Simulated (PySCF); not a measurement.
r2SCAN on Al⁻ (aluminium, charge -1), [Ne] 3s2 3p2, high-spin 3P determinant. Computed with PySCF 2.14 in aug-cc-pVDZ-DK (5s4p2d, 27 functions), with scalar relativity by spin-free X2C-1e.

```
cycle= 1 E= -242.788191420959  delta_E= -0.00297  |g|= 0.011  |ddm|= 0.274
cycle= 2 E= -242.788302697279  delta_E= -0.000111  |g|= 0.00918  |ddm|= 0.144
cycle= 3 E= -242.788502323136  delta_E= -0.0002  |g|= 0.00243  |ddm|= 0.0835
cycle= 4 E= -242.788514650094  delta_E= -1.23e-05  |g|= 0.000453  |ddm|= 0.018
cycle= 5 E= -242.788515210449  delta_E= -5.6e-07  |g|= 3.38e-05  |ddm|= 0.00474
cycle= 6 E= -242.788515214449  delta_E= -4e-09  |g|= 4.73e-06  |ddm|= 0.000319
cycle= 7 E= -242.788515214517  delta_E= -6.8e-11  |g|= 1.15e-06  |ddm|= 9.33e-05
converged SCF energy = -242.788515214517  <S^2> = 2.0088621  2S+1 = 3.0059023
```

Highest occupied orbital energy: 1.226 eV; ⟨L²⟩ = 2.03; populations by l: s 6.00, p 8.00, d 0.00.

Can this result be used?

With care. The run converged. At r2SCAN the highest occupied level has a positive energy, so only the finite basis holds that electron; in a semilocal or global hybrid functional this comes from self-interaction and does not mean that the real anion is unbound.
